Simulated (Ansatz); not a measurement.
Species: C₅H₇Si, net charge 0, doublet state. It need not be the lowest isomer of its formula. SMILES: C1C(=CC[C]=1)[SiH3]
Structure (B3LYP-D3(BJ)/def2-TZVP (Ansatz, a program for electronic structure) minimum search):
```xyz
13

Si     2.0390    -0.1897    -0.0236
C      0.1885    -0.0036    -0.0092
C     -0.6917    -0.8978     0.4934
C     -2.1087    -0.4016     0.3260
C     -1.8597     0.9034    -0.3468
C     -0.5732     1.1597    -0.5514
H      2.5573    -0.1578    -1.4130
H      2.6823     0.9193     0.7222
H      2.3978    -1.4812     0.6068
H     -0.4469    -1.8436     0.9561
H     -2.6238    -0.2888     1.2853
H     -2.7155    -1.0797    -0.2825
H     -0.1289     2.0275    -1.0152
```
Charge 0, spin multiplicity 2.

Atomisation energy built up term by term with Ansatz (kcal/mol; UHF references for open shells; valence terms freeze the core; atomic spin-orbit terms are left out). CBS(X,Y): correlation extrapolated as X^-3; Hartree-Fock from the larger set.

The UHF reference is spin-contaminated (<S^2> 0.50 over the pure value in the largest basis). 

```
term                                            basis  kcal/mol
-----------------------  ----------------------------  --------
Hartree-Fock                              cc-pV(Q+d)Z    952.33
CCSD correlation         CBS(cc-pV(T+d)Z,cc-pV(Q+d)Z)         …
(T)                      CBS(cc-pV(T+d)Z,cc-pV(Q+d)Z)         …
core correlation                            cc-pwCVTZ      5.29
scalar relativity (X2C)    cc-pVTZ-DK against cc-pVTZ     -1.48
sum: De                                                       …
```

Q: Some entries are withheld; supply them.

A: 
- CCSD correlation, kcal/mol: 290.61
- (T), kcal/mol: 23.14
- sum: De, kcal/mol: 1269.9
